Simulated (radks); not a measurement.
Values are calculated unless marked as measured or tabulated.
A nucleus of charge 47.6 with 46 electrons, configuration [Kr] 4d10. Level of theory: Dirac Kohn-Sham, LDA (Slater exchange, Perdew-Wang correlation), spin-unpolarised, spherical densities, point nucleus (a radial shooting solver on a logarithmic mesh with Libxc functionals). Some entries of the table are withheld. Estimate them.

orbital,occ.,eigenvalue (hartree),<1/r> (bohr^-1)
1s1/2,2,-955.8774,50.11
2s1/2,2,(1),11.56
2p1/2,2,-132.1119,(2)
2p3/2,4,-125.3064,(3)
3s1/2,2,(4),4.049
3p1/2,2,-22.77445,(5)
3p3/2,4,-21.56478,(6)
3d3/2,4,-14.61422,3.624
3d5/2,6,-14.36901,3.579
4s1/2,2,(7),1.561
4p1/2,2,(8),1.439
4p3/2,4,(9),1.381
4d3/2,4,-0.91329,1.046
4d5/2,6,-0.88902,1.030

Answer. 
(1) 2s1/2 eigenvalue (hartree): -141.8875
(2) 2p1/2 <1/r> (bohr^-1): 11.55
(3) 2p3/2 <1/r> (bohr^-1): 10.83
(4) 3s1/2 eigenvalue (hartree): -26.68572
(5) 3p1/2 <1/r> (bohr^-1): 3.959
(6) 3p3/2 <1/r> (bohr^-1): 3.784
(7) 4s1/2 eigenvalue (hartree): -4.25636
(8) 4p1/2 eigenvalue (hartree): -3.00866
(9) 4p3/2 eigenvalue (hartree): -2.80341
